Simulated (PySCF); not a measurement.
**Bonding in `O=[C]([O-])[GeH2][AsH2]`**

CH₄AsGeO₂ (charge -1).
Numbering: `[O:1]=[C:2]([O-:3])[GeH2:4][AsH2:5]` (hydrogens: H6, H7 on Ge4; H8, H9 on As5)

Cartesian coordinates in Å at the PBE0-D3(BJ)/def2-SVP level; atoms count from 1:
```
atom  x, y, z in Å
O1    -2.4781    0.8921    0.2064
C2    -1.5134    0.3997    0.7740
O3    -1.0725    0.3796    1.9169
Ge4   -0.2289   -0.7172   -0.4930
As5    2.0947    0.1125   -0.4623
H6     0.0241   -2.2025   -0.0479
H7    -0.4915   -0.8702   -2.0369
H8     1.9751    0.4847    1.0140
H9     1.7036    1.5262   -0.8957
```

Bond orders from the PBE0/pcSseg-1 density (PySCF). One conformer (not necessarily the lowest) at the PBE0-D3(BJ)/def2-SVP geometry, without solvent, vibrations or thermal averaging. The calculation is non-relativistic, for germanium and arsenic too. The pcSseg-1 basis has no diffuse functions, a weakness for an anion.

Q: Where do the orders between heavy atoms depart from those drawn in the SMILES?

A: The largest departure is 0.704, at C2–O3 (drawn single, 1.704). Drawn single, order above 1.12: C2–O3 (1.704). Drawn single, order below 0.88: C2–Ge4 (0.735). The SMILES, with its formal charges, is one Lewis structure only.

Q: Give the Mayer order of every bond between heavy atoms, beside its length.

A: 
```csv
bond,drawn as,length (Å),Mayer order
O1–C2,double,1.223,1.736
C2–O3,single,1.225,1.704
C2–Ge4,single,2.122,0.735
Ge4–As5,single,2.467,0.901
```

Bonds between the same two heavy elements. C–O: lowest C2–O3 (1.704, 1.225 Å), highest O1–C2 (1.736, 1.223 Å).

Q: And the bonds to hydrogen?

A: Ge–H: 0.89 to 0.91 (2 bonds); As–H: 0.94 (2 bonds).

Q: Sum the orders of all bonds at each heavy atom with more than one neighbour and set the sums beside the valence in the SMILES.

A: C2 4.175 (drawn 4), Ge4 3.434 (drawn 4), As5 2.784 (drawn 3). Orders between atoms that aren't bonded are not in these sums.

The Mayer order sums products of elements of PS (density times overlap matrix) between the two atoms' basis functions, so it depends on the basis set.

The run behind these numbers computed NMR shieldings as well. The run took 16 s on one thread of an Arm Neoverse V1 (shared host).
